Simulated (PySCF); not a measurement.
Vertical excitations of a molecule C2H5ClF2Si from TDA-PBE0/def2-SVPD in PySCF 2.14.0, as energy in eV (oscillator strength): 8.38 (0.087), 8.68 (0.032), 8.82 (0.058), 8.93 (0.033), 9.33 (0.016), 9.37 (0.003), 9.44 (0.028), 9.48 (0.017), 9.62 (0.054), 9.69 (0.005). Lowest triplet (TDA): 7.96 eV. The structure is a stationary point at r2SCAN-D4/def2-SVP. The values are those of a single conformer.

Task: Identify the compound among the candidates.
(A) CC(F)(F)[SiH2]Cl
(B) C[C@H](F)[Si@H](F)Cl
(C) F[SiH2][C@@H](F)CCl
(D) CC[Si](F)(F)Cl

Result: D, CC[Si](F)(F)Cl
